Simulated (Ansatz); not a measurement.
```yaml
crystal:
  periodic: [false, false, false]
  atoms:
    - {symbol: C, position_ang: [0.238711, 1.231585, -0.775247]}
    - {symbol: Sn, position_ang: [-0.039557, -0.718955, -0.010965]}
    - {symbol: O, position_ang: [0.421637, -0.593697, 1.886896]}
    - {symbol: Cl, position_ang: [-2.314799, -1.256156, -0.098113]}
    - {symbol: H, position_ang: [-0.076960, 1.271920, -1.816894]}
    - {symbol: H, position_ang: [-0.364123, 1.917869, -0.181976]}
    - {symbol: H, position_ang: [1.290150, 1.507637, -0.697398]}
    - {symbol: H, position_ang: [0.766037, -2.042784, -0.724217]}
    - {symbol: H, position_ang: [0.167203, -1.363519, 2.400913]}
basis:
  gaussian: {orbitals: def2-SVP, final_grid: {core_spheres: 20, valence_spheres: 16, degree: 47}, nuclear_model: gaussian}
hamiltonian: {xc: {name: CCSD(T)}, pseudopotentials: {relativity: none}}
scf: {lower_state_search: full}
output: {forces: true}
```

```sh
$ ansatz run in.yaml --threads 4 --pin off --events-out ev --progress --plain --max-ram 10444MiB
```

Output, abridged:

```
Error: YAML parse error: error: line 15 column 19: hamiltonian.xc: no functional is named "CCSD(T)"; the names, which are not case-sensitive, are SVWN5, SPW92, PBE, PBE0, PBEsol, revPBE, revPBE0, RPBE, rPW86-PBE, HSE06, wPBEh, LC-wPBE, HISS, HF, BLYP, B3LYP, B3LYP5, BHLYP, CAM-B3LYP, r2SCAN, r2SCANh, r2SCAN0, r2SCAN50, m-r2SCAN, B97, wB97, wB97X, wB97X-V, B97M-V, wB97M-V, B2PLYP, B2GP-PLYP, PBE0-DH, PBE-QIDH
13 | basis:
14 |   gaussian: {orbitals: def2-SVP, final_grid: {core_spheres: 20, valence_spheres: 16…
15 | hamiltonian: {xc: {name: CCSD(T)}, pseudopotentials: {relativity: none}}
16 | scf: {lower_state_search: full}
17 | output: {forces: true}
```

(1) Something in this input is off. What?

## Answers

(1) The method's name isn't one that the program takes here. The input was rejected before any iteration.

HSE06 is defined as in plane-wave codes.
